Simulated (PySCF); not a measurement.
How methods differ on the excitation energy of B

B [He] 2s2 2p1 (2P) → B [He] 2s1 2p2 (4P), as a difference of total energies. All numbers are calculated (PySCF 2.14, the non-relativistic Hamiltonian (point nucleus), in aug-cc-pVTZ). Correlated levels: valence: 1s2 frozen. The calculations carry no spin-orbit coupling.

```tsv
method	excitation energy (eV)
UHF	2.199
LDA	3.294
PBE	3.285
PBE0	3.230
r2SCAN	2.944
wB97X	3.286
B97-3	3.467
wB97X-V	3.548
M06-L	3.343
MP2 (valence)	3.099
SCS-MP2 (valence)	3.470
```

Question: How much does correlation contribute at MP2 (valence)?

Answer: 3.099 − (2.199) = 0.900 eV, measured against UHF.
